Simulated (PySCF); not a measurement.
(CH3CH2)2CF2, C₅H₁₀F₂.
Atom-mapped SMILES: `[CH3:1][CH2:2][C:3]([F:4])([F:5])[CH2:6][CH3:7]` (hydrogens: H8, H9, H10 on C1; H11, H12 on C2; H13, H14 on C6; H15, H16, H17 on C7)

Geometry (PBE0-D3(BJ)/def2-SVP, Å), atoms numbered from 1 in this order:
```xyz
17
C5H10F2 angstrom
C     -2.2803   -0.3504   -0.1110
C     -0.8267   -0.5728    0.2701
C     -0.0255    0.7125    0.3147
F     -0.6317    1.5789    1.1799
F     -0.0830    1.3102   -0.9143
C      1.4284    0.5893    0.7245
C      2.2785   -0.2479   -0.2150
H     -2.3551    0.1250   -1.0995
H     -2.8263   -1.3039   -0.1468
H     -2.7797    0.3048    0.6167
H     -0.7481   -1.0472    1.2616
H     -0.3374   -1.2500   -0.4468
H      1.8119    1.6206    0.7766
H      1.4536    0.1897    1.7506
H      2.2003    0.1264   -1.2464
H      1.9784   -1.3069   -0.2142
H      3.3371   -0.2073    0.0792
```

Method: PySCF 2.14.0, PBE0-D3(BJ)/def2-SVP geometry optimisation, gas phase.

Take the most abundant isotopes and a rigid rotor. The values belong to one conformer with, in the numbering `[CH3:1][CH2:2][C:3]([F:4])([F:5])[CH2:6][CH3:7]`, C1–C2–C3–F4 56°, C2–C3–C6–C7 63°.

**Question.** Give the principal moments of inertia and the rotational constants in MHz.

**Answer.** Ia = 135.59, Ib = 264.35, Ic = 296.52 u·Å²; 505379 MHz·u·Å²/I gives A = 3727, B = 1912, C = 1704 MHz.

**Question.** Classify the top.

**Answer.** An asymmetric top; Ray's κ = -0.795.

**Question.** Is it planar, by Δ = Ic − Ia − Ib?

**Answer.** Not planar: Δ = Ic − Ia − Ib = -103.41 u·Å². For a rigid frame Δ = −2 Σ m c², so Σ m c² = 51.71 u·Å² lies off the ab plane: 8.18 from hydrogen and 43.52 from heavier atoms. The atom farthest from that plane is 1.61 Å away.

**Question.** Where do the levels up to J = 3 lie, in cm⁻¹?

**Answer.** Above 0(0,0):
J = 1: 1(0,1) 0.1206, 1(1,1) 0.1812, 1(1,0) 0.1881
J = 2: 2(0,2) 0.3613, 2(1,2) 0.4155, 2(1,1) 0.4363, 2(2,1) 0.6180, 2(2,0) 0.6185
J = 3: 3(0,3) 0.7210, 3(1,3) 0.7667, 3(1,2) 0.8081, 3(2,2) 0.9798, 3(2,1) 0.9826, 3(3,1) 1.3003, 3(3,0) 1.3003
Those of J = 1 are B + C, A + C and A + B.

**Question.** Predict some low-J microwave lines.

**Answer.** The dipole components are |μa| = 0.85 D, |μb| = 1.57 D, |μc| = 1.14 D. The squared components, which scale the intensities, stand as 0.29 : 1.00 : 0.53 (a : b : c). Some lines, for components of 0.1 D or more:

```json
{"type": "a", "branch": "Q", "J(Ka,Kc)": "2(1,1) ← 2(1,2)", "MHz": "622", "lower level (cm⁻¹)": "0.416"}
{"type": "c", "branch": "Q", "J(Ka,Kc)": "1(1,1) ← 1(0,1)", "MHz": "1816", "lower level (cm⁻¹)": "0.121"}
{"type": "b", "branch": "Q", "J(Ka,Kc)": "2(1,1) ← 2(0,2)", "MHz": "2247", "lower level (cm⁻¹)": "0.361"}
{"type": "a", "branch": "R", "J(Ka,Kc)": "1(0,1) ← 0(0,0)", "MHz": "3616", "lower level (cm⁻¹)": "0.000"}
{"type": "b", "branch": "R", "J(Ka,Kc)": "2(0,2) ← 1(1,1)", "MHz": "5400", "lower level (cm⁻¹)": "0.181"}
{"type": "b", "branch": "R", "J(Ka,Kc)": "1(1,1) ← 0(0,0)", "MHz": "5432", "lower level (cm⁻¹)": "0.000"}
{"type": "c", "branch": "Q", "J(Ka,Kc)": "2(2,1) ← 2(1,1)", "MHz": "5447", "lower level (cm⁻¹)": "0.436"}
{"type": "c", "branch": "R", "J(Ka,Kc)": "1(1,0) ← 0(0,0)", "MHz": "5639", "lower level (cm⁻¹)": "0.000"}
{"type": "b", "branch": "Q", "J(Ka,Kc)": "2(2,1) ← 2(1,2)", "MHz": "6069", "lower level (cm⁻¹)": "0.416"}
{"type": "a", "branch": "R", "J(Ka,Kc)": "2(1,1) ← 1(1,0)", "MHz": "7440", "lower level (cm⁻¹)": "0.188"}
{"type": "b", "branch": "R", "J(Ka,Kc)": "2(1,2) ← 1(0,1)", "MHz": "8840", "lower level (cm⁻¹)": "0.121"}
{"type": "c", "branch": "R", "J(Ka,Kc)": "2(1,1) ← 1(0,1)", "MHz": "9463", "lower level (cm⁻¹)": "0.121"}
{"type": "c", "branch": "R", "J(Ka,Kc)": "2(2,0) ← 1(1,0)", "MHz": "12903", "lower level (cm⁻¹)": "0.188"}
```

Not checked by PBE0-D3(BJ)/def2-SVP frequencies. No vibrational averaging or centrifugal distortion is included, and the geometry carries the error of its method. A rigid rotor knows nothing of internal rotation, which can split or shift real lines.
